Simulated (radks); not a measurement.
Values are calculated unless marked as measured or tabulated.
All-electron atom: neutral lithium in [He] 2s1.

Code: a radial shooting solver on a logarithmic mesh with Libxc functionals. Model: Dirac Kohn-Sham, BLYP, spin-unpolarised, spherical densities, point nucleus; speed of light set to 411.108 atomic units (3 times the physical value, a model run).

Energy parts (hartree):
part                     energy
total                  -7.47507
kinetic                 7.43277
electron-nucleus      -17.13790
Hartree                 4.04362
exchange-correlation   -1.81356

Orbitals (lengths in bohr, moments of r in powers of bohr; <r^-3> diverges for s and p1/2):
orbital,occ.,eigenvalue (hartree),<r^-3>
1s1/2,2,-1.91323,-
2s1/2,1,-0.10120,-
2p1/2,0,-0.03621,-
2p3/2,0,-0.03621,0.06374

The highest occupied level is 2s1/2 at -2.754 eV. The density falls to 0.001 e/bohr^3 at r = 4.12 bohr.
